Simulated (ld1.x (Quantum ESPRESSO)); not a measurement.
# gold: excitation energies, all-electron against TM

ld1.x (Quantum ESPRESSO) 7.5 input, shortened:

```
&input
   title='Au', zed=79., rel=2, dft='PBE', iswitch=3,
   config='[Xe] 4f14 5d9 6s0 6p0', rel_dist='average'
 /
 &inputp
   pseudotype=2, tm=.true., lloc=0,
   nlcc=.true., new_core_ps=.true., rcore=0.46
 /
3
5P  2  1   6.00   0.00  1.90  1.90  0.0
5D  3  2   9.00   0.00  1.35  1.35  0.0
5S  1  0   2.00   0.00  0.95  0.95  0.0
 &test
   configts(1)='5s2 5p6 5d9 6s0 6p0'
 /
```

Open shells are filled in proportion to 2j + 1 (rel_dist='average').

Energies are relative to the spin-unpolarised reference configuration 5s2 5p6 5d9 6s0 6p0; without spin polarisation the order of configurations can differ from experiment. Not all tests gave a result: 2 of 7 tests not solved or not reliable. Left out of the table: 5s2 5p6 5d10 6s0 6p1 (solver errors, printed error -218 meV); 5s2 5p6 5d9 6s1 6p1 (solver errors, printed error -77 meV).

```json
{"valence configuration": "5s2 5p6 5d10 6s1 6p0", "charge": "0", "ΔE all-electron (eV)": "-30.655", "error AE − PS (meV)": "+119"}
{"valence configuration": "5s2 5p6 5d10 6s0 6p0", "charge": "+1", "ΔE all-electron (eV)": "-21.228", "error AE − PS (meV)": "+0.7"}
{"valence configuration": "5s2 5p6 5d8 6s0 6p0", "charge": "+3", "ΔE all-electron (eV)": "33.878", "error AE − PS (meV)": "+1.3"}
{"valence configuration": "5s2 5p6 5d10 6s0.5 6p0", "charge": "+0.5", "ΔE all-electron (eV)": "-26.873", "error AE − PS (meV)": "+67"}
```

Question: What are ΔE and the potential's error for 5s1 5p6 5d10 6s1 6p0?

Answer: ΔE = 84.391 eV all-electron; the error (AE − PS) is +156 meV.

Levels in the configuration 5s2 5p6 5d10 6s0.5 6p0:

```csv
level,all-electron (eV),pseudo (eV)
5s j=1/2,-112.199,-112.181
5p j=1/2,-75.924,-75.901
5p j=3/2,-59.469,-59.444
5d j=3/2,-11.925,-11.904
5d j=5/2,-10.380,-10.360
6s j=1/2,-9.390,-9.508
```

Note: ghost state, extra bound levels that the all-electron valence spectrum of the same l lacks: p1/2 at -36.9 eV. A true bound ghost makes a file unfit for plane-wave use.
